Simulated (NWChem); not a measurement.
Everything below was run with NWChem. System: I3In, charge 0, spin multiplicity 1, at a geometry optimised with PBE0/def2-SVP with def2 effective core potentials on In, I. The structure started from a generated list of species. Level: LC-wPBE (omega 0.3 per bohr)/def2-TZVP with def2 effective core potentials on In, I.

Job file:

```
start mol
memory heap 200 mb stack 900 mb global 1100 mb
geometry units angstroms nocenter noautoz
  In     0.000000     0.000000    -0.000066
  I      0.000000     0.000000     2.658378
  I     -2.302324     0.000000    -1.329159
  I      2.302324     0.000000    -1.329159
  symmetry group C2v
end
basis spherical
  * library def2-tzvp
end
ecp
  In library def2-ecp
  I library def2-ecp
end
dft
  xc xwpbe 1.00 cpbe96 1.0 hfexch 1.00
  cam 0.3 cam_alpha 0.00 cam_beta 1.00
  direct
  iterations 100
end
task dft energy
```

Part of the output:

```
             Northwest Computational Chemistry Package (NWChem) 7.3.0
             --------------------------------------------------------

                                NWChem Input Module
                                -------------------

 Scaling coordinates for geometry "geometry" by  1.889725989
 (inverse scale =  0.529177249)

 Turning off AUTOSYM since
 SYMMETRY directive was detected!

                             Geometry "geometry" -> ""
                             -------------------------

 Output coordinates in angstroms (scale by  1.889725989 to convert to a.u.)

  No.       Tag          Charge          X              Y              Z
 ---- ---------------- ---------- -------------- -------------- --------------
    1 In                  49.0000     0.00000000     0.00000000    -0.00006600
    2 I                   53.0000     0.00000000     0.00000000     2.65837800
    3 I                   53.0000    -2.30232400     0.00000000    -1.32915900
    4 I                   53.0000     2.30232400     0.00000000    -1.32915900

 Effective nuclear repulsion energy (a.u.)    2519.3258374675

            Nuclear Dipole moment (a.u.)
            ----------------------------
        X                 Y               Z
 ---------------- ---------------- ----------------
     0.0000000000     0.0000000000    -0.0001020452

      Symmetry information
      --------------------

 Group name             C2v
 Group number             16
 Group order               4
 No. of unique centers     3

      Symmetry unique atoms

     1    2    3


 Summary of "ao basis" -> "" (spherical)
 ------------------------------------------------------------------------------
       Tag                 Description            Shells   Functions and Types
 ---------------- ------------------------------  ------  ---------------------
 *                         def2-tzvp                  on all atoms

 Summary of "ao basis" -> "ao basis" (spherical)
 ------------------------------------------------------------------------------
       Tag                 Description            Shells   Functions and Types
 ---------------- ------------------------------  ------  ---------------------
 In                        def2-tzvp                16       50   6s5p3d2f
 I                         def2-tzvp                16       50   6s5p3d2f

 Summary of "ao basis" -> "ao basis" (spherical)
 ------------------------------------------------------------------------------
       Tag                 Description            Shells   Functions and Types
 ---------------- ------------------------------  ------  ---------------------
 In                        def2-tzvp                16       50   6s5p3d2f
 I                         def2-tzvp                16       50   6s5p3d2f

      Symmetry analysis of basis
      --------------------------

        a1         75
        a2         27
        b1         57
        b2         41

  int_init: cando_txs set to always be  F

            General Information
            -------------------
          SCF calculation type: DFT
          Wavefunction type:  closed shell.
          No. of atoms     :     4
          No. of electrons :    96
           Alpha electrons :    48
            Beta electrons :    48
          Charge           :     0
          Spin multiplicity:     1
          Use of symmetry is: on ; symmetry adaption is: on
          Maximum number of iterations: 100
          This is a Direct SCF calculation.
          AO basis - number of functions:   200
                     number of shells:    64
          Convergence on energy requested:  1.00D-06
          Convergence on density requested:  1.00D-05
          Convergence on gradient requested:  5.00D-04

              XC Information
              --------------
                     Hartree-Fock (Exact) Exchange  1.000
                     LC-wPBE(h)Exchange Functional  1.000
            Perdew 1991 LDA Correlation Functional  1.000 local
           PerdewBurkeErnz. Correlation Functional  1.000 non-local

           Range-Separation Parameters
           ---------------------------
           Alpha           :  0.00
           Beta            :  1.00
           Gamma           :  0.30
           Short-Range HF  :     F

             Grid Information
             ----------------
          Grid used for XC integration:  medium
          Radial quadrature: Mura-Knowles
          Angular quadrature: Lebedev.
          Tag              B.-S. Rad. Rad. Pts. Rad. Cut. Ang. Pts.
          ---              ---------- --------- --------- ---------
          In                  1.55      123          11.0       590
          I                   1.40      123          13.0       590
          Grid pruning is: on
          Number of quadrature shells:   369
          Spatial weights used:  Erf1

          Convergence Information
          -----------------------
          Convergence aids based upon iterative change in
          total energy or number of iterations.
          Levelshifting, if invoked, occurs when the
          HOMO/LUMO gap drops below (HL_TOL):  1.00D-02
          DIIS, if invoked, will attempt to extrapolate
          using up to (NFOCK): 10 stored Fock matrices.

                    Damping( 0%)  Levelshifting(0.5)       DIIS
                  --------------- ------------------- ---------------
          dE  on:    start            ASAP                start
          dE off:    2 iters        100 iters           100 iters

      Screening Tolerance Information
      -------------------------------
          Density screening/tol_rho:  1.00D-10
          AO Gaussian exp screening on grid/accAOfunc:  14
          CD Gaussian exp screening on grid/accCDfunc:  20
          XC Gaussian exp screening on grid/accXCfunc:  20
          Schwarz screening/accCoul:  1.00D-08

      Superposition of Atomic Density Guess
      -------------------------------------

 Sum of atomic energies:       -1259.54491456

      Non-variational initial energy
      ------------------------------

 Total energy =   -1079.637526
 1-e energy   =   -2944.189846
 2-e energy   =    1335.553153
 HOMO         =      -0.346628
 LUMO         =      -0.082000

      Symmetry analysis of molecular orbitals - initial
      -------------------------------------------------

  Numbering of irreducible representations:

     1 a1          2 a2          3 b1          4 b2

  Orbital symmetries:

     1 a1          2 b1          3 a1          4 a1          5 b1
     6 a1          7 b2          8 a1          9 b1         10 a2
    11 b2         12 b1         13 a1         14 b1         15 a1
    16 b2         17 a1         18 b1         19 a1         20 a1
    21 b1         22 b2         23 a2         24 b2         25 b1
    26 a1         27 b2         28 a2         29 b1         30 a1
    31 a2         32 a1         33 a1         34 b1         35 a2
    36 b2         37 a1         38 b1         39 a1         40 a1
    41 b1         42 a1         43 b2         44 a2         45 b2
    46 b1         47 a1         48 b1         49 a1         50 b2
    51 a1         52 b1         53 b2         54 a1         55 b1
    56 a1         57 a1         58 b1

   convergence    iter        energy       DeltaE   RMS-Dens  Diis-err    time
 ---------------- ----- ----------------- --------- --------- ---------  ------
 d= 0,ls=0.0,diis     1  -1083.4530388031 -1.61D+03  9.10D-03  6.10D-01    21.0
 d= 0,ls=0.0,diis     2  -1083.4860941126 -3.31D-02  3.26D-03  4.45D-01    39.2
 d= 0,ls=0.0,diis     3  -1083.5279569396 -4.19D-02  6.24D-04  3.06D-02    59.4
 d= 0,ls=0.0,diis     4  -1083.5297189398 -1.76D-03  1.76D-04  7.02D-04    79.6
 d= 0,ls=0.0,diis     5  -1083.5298339769 -1.15D-04  4.58D-05  4.70D-05    99.7
  Resetting Diis
 d= 0,ls=0.0,diis     6  -1083.5298421160 -8.14D-06  1.97D-05  5.34D-06   119.5
 d= 0,ls=0.0,diis     7  -1083.5298436766 -1.56D-06  5.05D-06  2.98D-07   139.5
 d= 0,ls=0.0,diis     8  -1083.5298437646 -8.80D-08  1.49D-06  1.38D-07   159.6

         Total DFT energy =    -1083.529843764585
      One electron energy =    -2944.927016318038
           Coulomb energy =     1415.971732083885
    Exchange-Corr. energy =      -83.573727035480
 Nuclear repulsion energy =      528.999167505047

 Numeric. integr. density =       96.000000131128

     Total iterative time =    156.1s

                  Occupations of the irreducible representations
                  ----------------------------------------------

                     irrep           alpha         beta
                     --------     --------     --------
                     a1               19.0         19.0
                     a2                6.0          6.0
                     b1               14.0         14.0
                     b2                9.0          9.0

                       DFT Final Molecular Orbital Analysis
                       ------------------------------------

 Vector   46  Occ=2.000000D+00  E=-3.716679D-01  Symmetry=b1
              MO Center=  3.4D-10,  8.5D-15,  7.5D-01, r^2= 8.2D+00
   Bfn.  Coefficient  Atom+Function         Bfn.  Coefficient  Atom+Function
  ----- ------------  ---------------      ----- ------------  ---------------
    66      0.402489  2 I  px                60     -0.332399  2 I  px
    63      0.265856  2 I  px               116      0.258526  3 I  px
   166      0.258526  4 I  px               110     -0.219480  3 I  px
   160     -0.219480  4 I  px                69      0.175153  2 I  px
   113      0.175500  3 I  px               163      0.175500  4 I  px

 Vector   47  Occ=2.000000D+00  E=-3.716667D-01  Symmetry=a1
              MO Center= -3.4D-10,  3.6D-15, -7.5D-01, r^2= 8.2D+00
   Bfn.  Coefficient  Atom+Function         Bfn.  Coefficient  Atom+Function
  ----- ------------  ---------------      ----- ------------  ---------------
   118      0.354615  3 I  pz               168      0.354615  4 I  pz
   112     -0.294850  3 I  pz               162     -0.294850  4 I  pz
   115      0.235809  3 I  pz               165      0.235809  4 I  pz
    68      0.210369  2 I  pz                62     -0.181700  2 I  pz
   121      0.152217  3 I  pz               171      0.152217  4 I  pz

 Vector   48  Occ=2.000000D+00  E=-3.666834D-01  Symmetry=b1
              MO Center= -4.9D-13, -1.7D-16,  2.2D-03, r^2= 8.9D+00
   Bfn.  Coefficient  Atom+Function         Bfn.  Coefficient  Atom+Function
  ----- ------------  ---------------      ----- ------------  ---------------
    66      0.332454  2 I  px               118      0.287633  3 I  pz
   168     -0.287633  4 I  pz                60     -0.273114  2 I  px
   112     -0.236294  3 I  pz               162      0.236294  4 I  pz
    63      0.218585  2 I  px               115      0.189116  3 I  pz
   165     -0.189116  4 I  pz               116     -0.165913  3 I  px

 Vector   49  Occ=0.000000D+00  E=-5.258576D-02  Symmetry=a1
              MO Center= -5.3D-13,  4.4D-15, -8.6D-05, r^2= 7.9D+00
   Bfn.  Coefficient  Atom+Function         Bfn.  Coefficient  Atom+Function
  ----- ------------  ---------------      ----- ------------  ---------------
     6      0.814762  1 In s                  5      0.620357  1 In s
     2      0.570581  1 In s                  1     -0.420242  1 In s
     3     -0.362328  1 In s                 71      0.284209  2 I  pz
    68      0.260056  2 I  pz               119     -0.246153  3 I  px
   169      0.246153  4 I  px               116     -0.225236  3 I  px

 Vector   50  Occ=0.000000D+00  E=-1.391201D-02  Symmetry=b2
              MO Center=  4.3D-14, -1.6D-15, -6.6D-05, r^2= 5.6D+00
   Bfn.  Coefficient  Atom+Function         Bfn.  Coefficient  Atom+Function
  ----- ------------  ---------------      ----- ------------  ---------------
    17      0.547502  1 In py                20      0.376208  1 In py
    14      0.334604  1 In py                11     -0.304009  1 In py
    70     -0.203856  2 I  py               120     -0.203860  3 I  py
   170     -0.203860  4 I  py                67     -0.116802  2 I  py
   117     -0.116805  3 I  py               167     -0.116805  4 I  py

 Vector   51  Occ=0.000000D+00  E= 7.092043D-02  Symmetry=a1
              MO Center= -1.6D-11, -1.2D-15,  1.7D-01, r^2= 1.1D+01
   Bfn.  Coefficient  Atom+Function         Bfn.  Coefficient  Atom+Function
  ----- ------------  ---------------      ----- ------------  ---------------
    21      1.021732  1 In pz                56     -0.593355  2 I  s
    18      0.436593  1 In pz                71      0.399144  2 I  pz
   119      0.312430  3 I  px               169     -0.312430  4 I  px
   106      0.296686  3 I  s                156      0.296686  4 I  s
    15      0.237641  1 In pz                12     -0.205565  1 In pz

 center of mass
 --------------
 x =   0.00000000 y =   0.00000000 z =   0.00000012

 moments of inertia (a.u.)
 ------------------
        4803.732943732956           0.000000000000           0.000000000000
           0.000000000000        9607.960165120852           0.000000000000
           0.000000000000           0.000000000000        4804.227221387897

     Multipole analysis of the density
     ---------------------------------

     L   x y z        total         alpha         beta         nuclear
     -   - - -        -----         -----         ----         -------
     0   0 0 0      0.000000    -48.000000    -48.000000     96.000000

     1   1 0 0     -0.000000     -0.000000     -0.000000      0.000000
     1   0 1 0      0.000000      0.000000      0.000000      0.000000
     1   0 0 1     -0.000166     -0.000191     -0.000191      0.000215

     2   2 0 0    -78.141141   -512.298711   -512.298711    946.456280
     2   1 1 0      0.000000      0.000000      0.000000      0.000000
     2   1 0 1     -0.000000     -0.000000     -0.000000      0.000000
     2   0 2 0    -75.647491    -37.823745    -37.823745      0.000000
     2   0 1 1     -0.000000     -0.000000     -0.000000      0.000000
     2   0 0 2    -78.142016   -512.250460   -512.250460    946.358905

 Task  times  cpu:      159.6s     wall:      159.6s

 Total times  cpu:      159.7s     wall:      159.7s
```
